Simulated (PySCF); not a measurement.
## Correlation energy of Ru (ruthenium, neutral)

Starting occupation: [Kr] 4d6 5s1 6s1, 4d3/2 with m_j = +3/2, 4d5/2 with m_j = -3/2, -1/2, +1/2, +3/2, +5/2, 5s1/2 with m_j = +1/2, 6s1/2 with m_j = +1/2. All numbers are calculated (PySCF 2.14, X2C-1e with screened-nucleus spin-orbit coupling, Gaussian nucleus, in x2c-SVPall-2c with one added diffuse shell each of s, p, d type (7s9p7d1f, 76 functions)). Frozen: [Ar] 3d10; 16 electrons correlated; the 6 highest virtual spinors left out.

MP2 pair energies summed by pair of shells (mhartree):

```tsv
pair	energy	share (%)
4d-4p	-121.88	38.7
4d-4d	-81.69	26.0
4p-4p	-54.36	17.3
4d-5s	-16.82	5.3
4p-4s	-14.86	4.7
4p-5s	-9.68	3.1
4d-4s	-7.72	2.5
4s-4s	-2.83	0.9
5s-6s	-1.91	0.6
4d-6s	-1.59	0.5
4p-6s	-0.75	0.2
4s-5s	-0.58	0.2
4s-6s	-0.04	0.0
```

Total MP2 correlation energy: -314.71 mhartree.

The GHF reference relaxed away from the jj start to a determinant that is no pure jj level (⟨S²⟩ = 11.95, ⟨J²⟩ = 30.01); the energies belong to that determinant.

This basis was not built for core-valence correlation, so the inner-shell part is incomplete.
